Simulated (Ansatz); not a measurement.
`[SiH3][O][Cd][Br]` + HCl → `[Cl][Cd][Br]` + `O[SiH3]` at 600 K and 1 bar (ligand exchange at a Cd–O bond).

Computed with Ansatz on PBE0-D4/def2-TZVP structures; ΔE is electronic, products minus reactants. CCSD(T)/CBS is the MP2 limit (def2-TZVPP, def2-QZVPP) plus CCSD(T) − MP2 in def2-TZVPP, frozen cores. This one scheme is used for every species. Elements past krypton have def2 core potentials. For Br, Cd outer-core shells are correlated without core-valence functions, which leaves a few kJ/mol of doubt a bond. Scalar relativity is left out up to krypton. Each species was taken in one conformer, which may not be the lowest.

```json
{"species": "`[SiH3][O][Cd][Br]`", "CCSD(T)/CBS energy (Eh)": "-3107.18482", "H − E (kJ/mol)": "131.1", "S (J/(mol·K))": "453.1"}
{"species": "HCl", "CCSD(T)/CBS energy (Eh)": "-460.38127", "H − E (kJ/mol)": "35.4", "S (J/(mol·K))": "207.2"}
{"species": "`[Cl][Cd][Br]`", "CCSD(T)/CBS energy (Eh)": "-3200.91128", "H − E (kJ/mol)": "37.9", "S (J/(mol·K))": "346.0"}
{"species": "`O[SiH3]`", "CCSD(T)/CBS energy (Eh)": "-366.69042", "H − E (kJ/mol)": "135.7", "S (J/(mol·K))": "307.9"}
```

H − E and S are ideal-gas, rigid-rotor, harmonic terms from PBE0-D4/def2-TZVP, for one conformer and one mirror image of each species. 1 Eh = 2625.50 kJ/mol, R = 8.31446 J/(mol·K).

Question: By hand: ΔE, ΔH, ΔS and ΔG.

Answer: ΔE = (-3200.91128) + (-366.69042) − (-3107.18482) − (-460.38127) = -0.03561 Eh = -93.5 kJ/mol. Δ(H − E) = 37.9 + 135.7 − 131.1 − 35.4 = 7.1, so ΔH = -86.4 kJ/mol. ΔS = 346.0 + 307.9 − 453.1 − 207.2 = -6.4 J/(mol·K). ΔG = -86.4 − 600 × (-6.4)/1000 = -82.6 kJ/mol.

Question: By hand: the equilibrium constant, and the temperature at which ΔG would vanish if ΔH and ΔS stayed fixed.

Answer: log₁₀ K = −ΔG/(RT ln 10) = 7.2. ΔG = 0 at ΔH/ΔS = 13500 K, far beyond where these terms or the molecules hold.

The number of gas molecules stays the same, so ΔS is small and ΔH decides. A doubt of 5 kJ/mol in ΔE shifts log₁₀ K by 0.4 here. Other conformers and mirror images would add mixing entropy, several J/(mol·K) or more a flexible species. Modes under 60 cm⁻¹, often nearly free rotors, make the harmonic entropy too high. These are equilibria of isolated gas molecules and say nothing of rates. Largest T1 diagnostic: 0.013 (customary marks: 0.02 for closed shells, 0.045 for open ones).
